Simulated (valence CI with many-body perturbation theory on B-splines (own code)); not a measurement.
Results of a calculation; reference values are marked as such.
## Ti17+: what each term of the Hamiltonian does

Level of theory: configuration interaction combined with many-body perturbation theory (CI+MBPT): three valence electrons over a frozen Dirac-Fock core [He], radial functions for each j: 11 s, 11 p, 9 d, 7 f, 5 g, 2 h, 1 i, with the one-electron correlation potential Σ1, the two-electron term Σ2, the three-electron term Σ3, Breit, model QED; selected CI, second order for the rest (own B-spline code, finite nucleus).

No measured spectrum was set against this ion. As an estimate, levels of excited configurations hold to 0.05 to 0.15 % of their energy, terms of the ground configuration to about 0.5 %.

Each rung adds one term. CI alone is the Dirac-Coulomb CI over the frozen core; QED comes last and gives the full result, which names the levels. Energies are above 2s²2p ²P°_1/2 on the same rung, in Ry.

Names give the largest LS component (configuration and term), which can be under half, so a name can repeat, a term be missing and a line seem to break the LS rules; names also repeat where a configuration has a term twice. Letters in brackets count levels of one name in rising energy.

| Level | CI alone | Σ1 | Σ2 | Σ3 | Breit | QED | Full |
| --- | --- | --- | --- | --- | --- | --- | --- |
| 2s²2p ²P°_3/2 | 0.531 | +0.0008 | 0.0000 | 0.0000 | -0.0204 | +0.0012 | 0.513 |
| 2s2p² ⁴P_1/2 | 2.838 | -0.0116 | -0.0014 | +0.0009 | +0.0113 | -0.0169 | 2.821 |
| 2s2p² ⁴P_3/2 | 3.060 | -0.0111 | -0.0014 | +0.0009 | +0.0021 | -0.0162 | 3.035 |
| 2s2p² ⁴P_5/2 | 3.332 | -0.0107 | -0.0015 | +0.0008 | -0.0203 | -0.0157 | 3.285 |
| 2s2p² ²D_3/2 | 5.109 | -0.0108 | -0.0057 | -0.0018 | -0.0075 | -0.0162 | 5.067 |
| 2s2p² ²D_5/2 | 5.169 | -0.0106 | -0.0053 | -0.0017 | -0.0154 | -0.0159 | 5.120 |
| 2s2p² ²S_1/2 | 6.171 | -0.0112 | -0.0109 | -0.0035 | +0.0141 | -0.0171 | 6.142 |
| 2s2p² ²P_1/2 | 6.737 | -0.0104 | -0.0130 | -0.0035 | -0.0051 | -0.0159 | 6.689 |
| 2s2p² ²P_3/2 | 6.879 | -0.0106 | -0.0226 | -0.0033 | -0.0159 | -0.0161 | 6.811 |
| 2p³ ⁴S°_3/2 | 8.847 | -0.0230 | -0.0232 | -0.0024 | +0.0034 | -0.0340 | 8.768 |
| 2p³ ²D°_3/2 | 9.898 | -0.0228 | -0.0182 | -0.0024 | +0.0113 | -0.0341 | 9.832 |
| 2p³ ²D°_5/2 | 10.014 | -0.0225 | -0.0180 | -0.0023 | -0.0119 | -0.0337 | 9.925 |
| 2p³ ²P°_1/2 | 11.085 | -0.0218 | -0.0175 | -0.0029 | +0.0089 | -0.0330 | 11.019 |
| 2p³ ²P°_3/2 | 11.271 | -0.0213 | -0.0176 | -0.0029 | -0.0070 | -0.0322 | 11.190 |
| 2s²3s ²S_1/2 | 50.253 | +0.0199 | -0.0034 | -0.0024 | -0.0363 | +0.0062 | 50.237 |
| 2s²3p ²P°_1/2 | 51.584 | +0.0172 | -0.0036 | -0.0024 | -0.0300 | +0.0007 | 51.566 |
| 2s²3p ²P°_3/2 | 51.733 | +0.0174 | -0.0037 | -0.0024 | -0.0365 | +0.0011 | 51.709 |
| 2s2p3s ⁴P°_1/2 | 52.947 | +0.0080 | -0.0028 | -0.0024 | -0.0152 | -0.0113 | 52.923 |
| 2s²3d ²D_3/2 | 52.962 | +0.0204 | -0.0042 | -0.0023 | -0.0413 | +0.0014 | 52.936 |
| 2s²3d ²D_5/2 | 53.004 | +0.0205 | -0.0042 | -0.0023 | -0.0424 | +0.0015 | 52.978 |
| 2s2p3s ⁴P°_3/2 | 53.103 | +0.0082 | -0.0030 | -0.0024 | -0.0255 | -0.0110 | 53.070 |
| 2s2p3s ⁴P°_5/2 | 53.457 | +0.0088 | -0.0028 | -0.0024 | -0.0416 | -0.0101 | 53.409 |
| 2s2p3s ²P°_1/2 [a] | 53.650 | +0.0084 | -0.0035 | -0.0024 | -0.0207 | -0.0110 | 53.620 |
| 2s2p3s ²P°_3/2 [a] | 54.028 | +0.0090 | -0.0041 | -0.0024 | -0.0384 | -0.0100 | 53.982 |
| 2s2p3p ⁴D_1/2 | 54.125 | +0.0055 | -0.0036 | -0.0024 | -0.0080 | -0.0165 | 54.100 |
| 2s2p3p ⁴D_3/2 | 54.263 | +0.0057 | -0.0037 | -0.0024 | -0.0178 | -0.0162 | 54.229 |
| 2s2p3p ²P_1/2 [a] | 54.473 | +0.0057 | -0.0040 | -0.0024 | -0.0261 | -0.0160 | 54.430 |
| 2s2p3p ²P_3/2 [a] | 54.471 | +0.0057 | -0.0040 | -0.0024 | -0.0202 | -0.0160 | 54.435 |
| 2s2p3p ⁴D_5/2 | 54.501 | +0.0061 | -0.0036 | -0.0024 | -0.0274 | -0.0156 | 54.458 |
| 2s2p3p ⁴S_3/2 | 54.788 | +0.0061 | -0.0041 | -0.0024 | -0.0282 | -0.0156 | 54.744 |
| 2s2p3p ⁴P_1/2 | 54.779 | +0.0058 | -0.0050 | -0.0024 | -0.0165 | -0.0160 | 54.745 |

The middle columns are the shifts that each term adds.

(1) How does the ionisation energy move along the ladder, and which term matters most?

## Answers

(1) CI alone 1220.8, + Σ1 1221.1, + Σ2 1221.0, + Σ3 1221.0, + Breit 1220.4, + QED 1220.4 eV. The largest step is Breit, -0.6 eV. NIST lists 1220.3 ± 0.5 eV (semi-empirical).
